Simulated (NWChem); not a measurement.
System: MgH₄O₂Cl₂; SMILES [OH2]->[Mg](<-[OH2])([Cl])[Cl]

Input file for NWChem:

```
start job
memory heap 200 mb stack 900 mb global 1100 mb
geometry units angstroms noautoz
  Mg    -0.031641     0.233974     0.005963
  Cl     1.495279     1.873056     0.312944
  Cl    -0.577403    -1.930067     0.361464
  O     -0.167478     0.293062    -2.055413
  H     -0.244055    -0.555625    -2.510511
  H      0.502652     0.819100    -2.511161
  O     -1.676420     1.149375     0.860103
  H     -2.259138     0.587390     1.387306
  H     -1.502221     1.956325     1.362116
end
basis spherical
  Mg library def2-svp
  Cl library def2-svp
  O library def2-svp
  H library def2-svp
end
dft
  xc b3pw91
  iterations 150
  mulliken
end
task dft energy
```

All runs use the structure optimised with PBE0/def2-SVP.

### Question
Predict the main results of this run. (B3PW91/def2-SVP.) Quantities: energy (Ha); highest occupied level (eV); orbital gap (eV); dipole (D).

### Answer
The energy (Ha) is -1272.92 and the highest occupied level (eV) is -7.28. The orbital gap (eV) is 6.82 and the dipole (D) is 4.65.
